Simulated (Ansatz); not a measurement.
Relaxation of Cl3GaH (5 atoms, charge 0, multiplicity 2), to a largest force component of 0.03 eV/Å in at most 50 steps.

Computed with Ansatz, UKS PBE/def2-SVP.

```xyz
5
Properties=species:S:1:pos:R:3:forces:R:3
Ga 0.000 0.000 -0.356 0.00 0.00 0.13
H 0.000 0.000 2.412 0.00 0.00 0.86
Cl 1.941 0.000 -1.369 -0.08 0.00 -0.03
Cl -1.941 0.000 -1.369 0.08 0.00 -0.03
Cl 0.000 0.000 3.752 0.00 0.00 -0.94
```

Question: Where does it end, and by what steps?

Answer: The run converged. After 3 steps the energy has fallen by 0.038 eV; Cl5 moved furthest, 0.23 Å.

| step | energy less start (eV) | largest force component (eV/Å) | accepted |
| --- | --- | --- | --- |
| 0 | 0.0000 | 0.944 | yes |
| 1 | -0.0363 | 0.130 | yes |
| 2 | -0.0371 | 0.116 | yes |
| 3 | -0.0377 | 0.004 | yes |

```xyz
5
Properties=species:S:1:pos:R:3
Ga 0.000 0.000 -0.173
H 0.000 0.000 2.204
Cl 1.902 0.000 -1.241
Cl -1.902 0.000 -1.241
Cl 0.000 0.000 3.522
```

Whether the end is a true minimum wasn't checked by a vibrational analysis.

Run time: 5.6 s on 2 threads of Intel(R) Xeon(R) 6975P-C (Granite Rapids) (shared host), peak memory 0.17 GiB.
